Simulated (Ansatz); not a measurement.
CH₉NSi₃, SMILES `N[Si@@H]1C[Si@H]1[SiH3]` from Hartree–Fock to CCSD(T)

Cartesian coordinates in Å:
```
N -0.339 2.941 0.031
Si 0.381 1.386 -0.069
C -0.330 0.203 -1.321
Si -0.577 -0.610 0.418
Si 0.620 -2.564 0.786
H -1.315 3.035 -0.206
H -0.110 3.534 0.814
H 1.856 1.505 -0.010
H -1.255 0.489 -1.822
H 0.353 -0.280 -2.017
H -2.014 -0.662 0.801
H 2.006 -2.356 0.284
H 0.038 -3.736 0.073
H 0.686 -2.886 2.238
```

Total charge 0; spin multiplicity 1. Geometry: relaxed with PBE0-D4/def2-TZVP. It is one conformer, not always the lowest. Frozen core, restricted reference, Ansatz 0.2.0. CBS rows extrapolate triple and quadruple zeta; past MP2 they add the triple-zeta difference.

```csv
basis,HF (Eh),MP2 corr.,CCSD corr.,(T),CCSD(T) total
def2-SVP,?,-0.60668,?,-0.02144,?
def2-TZVPP,?,-0.75635,-0.82309,-0.03450,?
def2-QZVPP,?,-0.80977,–,–,–
CBS(def2),-964.44650,-0.84933,-0.91608,as TZ,-965.39708
```

Q: Fill in the withheld values. (Estimate.)

A: Ansatz gave: def2-SVP HF (Eh): -963.98678; def2-SVP CCSD corr.: -0.67948; def2-SVP CCSD(T) total: -964.68770; def2-TZVPP HF (Eh): -964.41086; def2-TZVPP CCSD(T) total: -965.26845; def2-QZVPP HF (Eh): -964.44218.
